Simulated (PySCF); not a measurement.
## Computed spin Hamiltonian

Species: CH6NOSi (doublet state).
Cartesian coordinates in Å at the GFN2-xTB level; atoms count from 1:
```
atom  x, y, z in Å
C1    -1.531   -0.298    0.311
O2    -0.771    0.712   -0.261
Si3    0.832    1.007   -0.120
N4     1.708   -0.437   -0.480
H5    -1.656   -0.127    1.384
H6    -1.067   -1.277    0.168
H7    -2.515   -0.294   -0.164
H8     0.885    2.147   -1.024
H9     1.411   -0.993   -1.274
H10    2.712   -0.436   -0.416
```

The hyperfine couplings belong to this conformer and change with its torsions.

The species is `CO[SiH]N` [radical].

Level of theory: PySCF 2.14.0, UKS B3LYP, pcH-1 on C H N O Si, non-relativistic, mean-field spin-orbit, GIAO. One conformer (not necessarily the lowest) at the GFN2-xTB geometry, without solvent, vibrations or thermal averaging. Couplings are sensitive to structure, and on GFN2-xTB geometries they can be far from those on DFT ones, by a factor of two or more for some ions and for spin on atoms past the first row. No stability test was run, so a lower SCF solution isn't excluded.

```json
{
 "g1, g2, g3": "2.00162, 2.00220, 2.00267",
 "g_iso": "2.00217",
 "Form of g": "rhombic: the two nearest values differ by 44 % of g3 − g1",
 "⟨S²⟩": "0.7514 (exact 0.7500)",
 "Total energy": "-461.21133 Eh",
 "Basis functions": "170"
}
```

Hyperfine couplings atom by atom, in mT; T1 to T3 are the principal values of the dipolar part (MHz turned into mT with g_iso):

```tsv
atom	isotope	a_iso	of which spin–orbit	T1	T2	T3	Mulliken spin population
C1	13C	0.01	0.00	-0.03	-0.02	0.05	-0.01
O2	17O	-0.29	0.00	-1.20	0.59	0.61	0.07
Si3	29Si	-22.18	0.03	-4.98	2.42	2.57	0.79
N4	14N	1.72	0.00	-0.10	-0.08	0.18	0.02
H5	1H	0.29	0.00	-0.09	-0.07	0.16	0.01
H6	1H	0.03	0.00	-0.08	-0.06	0.13	0.00
H7	1H	0.09	0.00	-0.06	-0.05	0.12	0.00
H8	1H	7.18	0.00	-0.25	-0.02	0.27	0.10
H9	1H	1.97	0.00	-0.15	-0.07	0.22	0.03
H10	1H	-0.16	0.00	-0.21	-0.10	0.31	0.00
```

Largest spin populations (Mulliken): Si3 (+0.79), H8 (+0.10) and O2 (+0.07). Si3 is the only atom above +0.15. The angles at Si3 add up to 326.7°, so it is pyramidal.

Under fast tumbling the dipolar parts average out, and these isotropic splittings remain: 1 × 1H (H8, I = 1/2, 2 lines) with 7.18 mT, 1 × 14N (N4, I = 1, 3 lines) with 1.72 mT, 2 × 1H (H9/H10, I = 1/2, 3 lines) with 0.91 mT and 3 × 1H (H5/H6/H7, I = 1/2, 4 lines) with 0.14 mT.

Class means assume fast exchange of nuclei equivalent by connectivity; if that motion is slow, each nucleus keeps its own coupling. The three 1H nuclei of mean +3.8 MHz run from 0.9 to 8.0 MHz in the frozen geometry. The 1H value of +25.4 MHz is a mean of couplings from -4.4 to 55.2 MHz in this one geometry, not an average over conformers.

The 17O coupling of O2 (-8.2 MHz) shows only in satellite lines or after enrichment, since that isotope makes up about 0.038 % of natural oxygen.

The 29Si coupling of Si3 (-621.5 MHz) shows only in satellite lines or after enrichment, since that isotope makes up about 4.7 % of natural silicon.

On Arm Neoverse N1, one thread (shared host), this took 29 s of wall time (with the writing of density and orbital grids) and 0.57 GiB of memory at its peak.
